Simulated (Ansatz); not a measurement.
Reaction (germylene formation by 1,1-elimination): `[SiH3][SiH2][SiH2][GeH2][SiH2][GeH3]` → `[GeH2]` + `[SiH3][SiH2][SiH2][SiH2][GeH3]`

Calculated with Ansatz (gas phase, PBE0-D4/def2-TZVP geometries, no zero-point term in ΔE). CBS: MP2 limit from def2 TZ/QZ plus the TZ coupled-cluster correction, frozen cores. Functionals use def2-TZVPP. For Ge outer-core shells are correlated without core-valence functions, which leaves a few kJ/mol of doubt a bond. Scalar relativity is left out up to krypton. Each species was taken in one conformer, which may not be the lowest.

```csv
level,ΔE (kcal/mol)
r2SCAN,52.2
HF/def2-TZVPP,39.6
MP2/def2-TZVPP,55.2
CCSD(T)/def2-TZVPP,51.0
```

(1) What does CCSD(T)/CBS give? (Best estimate.)

Largest T1 diagnostic among the species: 0.013.

Results:

(1) Ansatz gave: +50.6 kcal/mol. The listed levels differ from it by 1.6, -11.0, 4.6, 0.4 kcal/mol.

The D4 term adds +4.7 kcal/mol with B3LYP and +2.7 kcal/mol with PBE0; it sums over pairs of atoms, weighted by their polarisabilities, and B3LYP, whose exchange is more repulsive, gets the larger term. Leaving LDA and LC-ωPBE aside and taking each functional with its dispersion term where it has one, the values, not all of them listed here, spread over 10.3 kcal/mol, from BLYP-D4 to PBE-QIDH. LDA lies +11.1 kcal/mol from PBE without D4. From PBE to PBE0 (25 % exact exchange), in def2-TZVPP and without D4, ΔE moves by +2.2 kcal/mol.

B3LYP here is the variant with VWN-RPA as its local correlation; programs differ in this.
